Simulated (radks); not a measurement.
Q: The silver ion Ag2+ is in [Kr] 4d9. Calculated with a radial shooting solver on a logarithmic mesh with Libxc functionals: scalar-relativistic Kohn-Sham, r2SCAN, spin-polarised, spherical densities, finite nucleus; meta-GGA in the generalised Kohn-Sham scheme; Fermi nuclear charge, rms radius of each element as measured or else 0.836 A^(1/3) + 0.57 fm. Open shells are filled with parallel spins first. One electron is removed from 3d, 4p, 4s, 4d in turn, with full relaxation. Which removal costs least, and what does each cost?

A: 4d 35.612 eV; 4p 90.299 eV; 4s 128.07 eV; 3d 403.14 eV. The 4d electron leaves first.
